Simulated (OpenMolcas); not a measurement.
## Pd3+: moving or changing the point charges

Pd3+ among 6 point charges of -1.5 e arranged as an octahedron (Oh), 1.8 Å from the ion.

- Program: OpenMolcas 26.06
- Method: CASSCF
- Basis: ANO-RCC-VTZP [7s6p4d2f1g]
- Scalar Hamiltonian: DKH2, point nucleus
- Active space: 7 electrons in 5 orbitals (4d)
- State averaging: 2S+1 = 4 even, 10 roots; 2S+1 = 2 even, 40 roots
- Spin-orbit coupling: RASSI with atomic mean-field integrals over the reference wave functions

Runs around this geometry, states (labels of O, the rotations of Oh). Energies in cm-1 above the lowest state or level, χT in cm3 K/mol; under a threefold ground state the first gap can be a small split of the lowest multiplet, not the spin-orbit step; 10Dq and B are least-squares fits to the states below 45000 cm-1, weighted by degeneracy, with a free offset, and given where the rms deviation is under 5 % of |10Dq| (or 100 cm-1) and under 700 cm-1.

```json
{"R (Å)": "1.8", "q (e)": "-0.75", "Ground state": "4T1", "First state of that spin": "4T2 3691", "10Dq": "4261", "B (rms of fit)": "996 (72)", "First gap with spin-orbit (degeneracies)": "724.0 (2, 4)", "χT at 300 K": "3.800", "First state of another spin": "2E 14661"}
{"R (Å)": "1.8", "q (e)": "-1.5", "Ground state": "4T1", "First state of that spin": "4T2 7614", "10Dq": "8482", "B (rms of fit)": "989 (165)", "First gap with spin-orbit (degeneracies)": "889.6 (2, 4)", "χT at 300 K": "3.294", "First state of another spin": "2E 11021"}
{"R (Å)": "1.92", "q (e)": "-1.5", "Ground state": "4T1", "First state of that spin": "4T2 5503", "10Dq": "6228", "B (rms of fit)": "994 (125)", "First gap with spin-orbit (degeneracies)": "836.4 (2, 4)", "χT at 300 K": "3.494", "First state of another spin": "2E 13048"}
```

Taking |10Dq| as R^-n, n = -ln(6228 / 8482) / ln(1.92 / 1.8) = 4.8 between the shortest and longest distance. The point-charge formula for a cubic d site gives n = 5.

Scaling the charges by -0.75 / -1.5 = 0.50 scales |10Dq| by 4261 / 8482 = 0.50; with fixed orbitals a first-order splitting would follow the charge.

An orbital triplet at a regular site is open to Jahn-Teller coupling, which can distort the site and quench the lowest spin-orbit gaps and is left out. Without dynamic correlation the repulsion within the d shell is too large (B by tens of per cent), so at a given field states of lower spin stand too high. This shell can be high or low spin here, a state of another spin lies low, and with metal d orbitals alone active their balance is uncertain, so the ground spin may be wrong. Point charges give a weaker field than real ligands, and real ions of this kind are as a rule low spin; the high spin found here belongs to the model. This field is weak: 10Dq is about 4261 cm-1, while octahedral complexes of 4d ions of charge 3 and more, computed by the same method with explicit ligands, had a median near 25000 cm-1. Ground spin and moment need not be those of a real site (figures for R = 1.8, q = -0.75; the like holds for R = 1.8, q = -1.5, R = 1.92, q = -1.5). This is an electrostatic model: the charges have no orbitals. No measured value stands beside these numbers.
